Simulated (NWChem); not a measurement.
System: AlH₄ anion; SMILES [AlH4-]

NWChem input:

```
start job
memory heap 200 mb stack 900 mb global 1100 mb
charge -1
geometry units angstroms noautosym nocenter noautoz
  Al     0.000000     0.000000     0.000000
  H     -0.948775     0.948775    -0.948788
  H      0.948775    -0.948775    -0.948788
  H     -0.948775    -0.948775     0.948788
  H      0.948775     0.948775     0.948788
end
basis spherical
  * library pcsseg-1
end
dft
  xc b3lyp
  iterations 150
end
property
  shielding 2 1 2
end
task dft property
```

Sets without diffuse functions describe the anion's extra electron poorly. All runs use the structure optimised with B3LYP/def2-SVPD.

GIAO values for the isolated, static molecule; σ is the absolute isotropic shielding.

Atoms are numbered as in the input.

Question: What results follow from this input? (B3LYP/pcSseg-1, GIAO.) Quantities: basis functions; σ Al1 (ppm); σ H2 (ppm).

Answer: 
```json
{
 "number_of_basis_functions": "44",
 "σ Al1 (ppm)": "485.1",
 "σ H2 (ppm)": "28.43"
}
```
